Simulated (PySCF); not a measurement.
# Two-component Hartree-Fock for Sn⁴²⁺ (tin, charge +42)

Start: [He] 2s2 2p4; 2p1/2 filled at m_j = -1/2, +1/2; 2p3/2 filled at m_j = +1/2, +3/2. Calculated with PySCF 2.14 in an uncontracted even-tempered set (17 s from 21 bohr⁻², ratio 2.4; 12 p from 27 bohr⁻², ratio 2.4; 5 d from 98 bohr⁻², ratio 2.6; 4 f from 150 bohr⁻², ratio 2.6): generalised Hartree-Fock with the X2C-1e Hamiltonian and a Gaussian nucleus; one run each with spin-orbit coupling (SO) switched off, then screened by Boettger's factors.

| spinor shell | electrons | ε, spin-free (eV) | ε, screened SO (eV) | weight of nominal j (screened SO) | rms radius, screened SO (bohr) |
| --- | --- | --- | --- | --- | --- |
| 1s1/2 | 2 | -32525.5 | -32516.0 | 1.000 | 0.0332 |
| 2s1/2 | 2 | -7317.4 | -7314.6 | 1.000 | 0.131 |
| 2p1/2 | 2 | -6942.3 | -7101.7 | 0.997 | 0.112 |
| 2p3/2 | 2 | -6942.3 | -6863.4 | 0.998 | 0.117 |

```csv
quantity,spin-free,screened SO
E (hartree),-4228.47065,-4235.04131
M_J,2,2
⟨J²⟩,6.000,6.000
⟨L²⟩,2.000,3.153
⟨S²⟩,2.000,1.428
```

Each row is a mean over spinors that exchange with the open shell spreads, by up to 57.933 eV (2s1/2).

Breit and QED terms are absent; they matter most for the inner s and p1/2 levels.

Densities and radii are taken from the X2C orbitals without a picture-change correction, which distorts them close to the nucleus.

Without spin-orbit coupling the j labels of p, d and f shells carry no meaning; the spin-free column gives the mean over the occupied spinors of each nl shell.
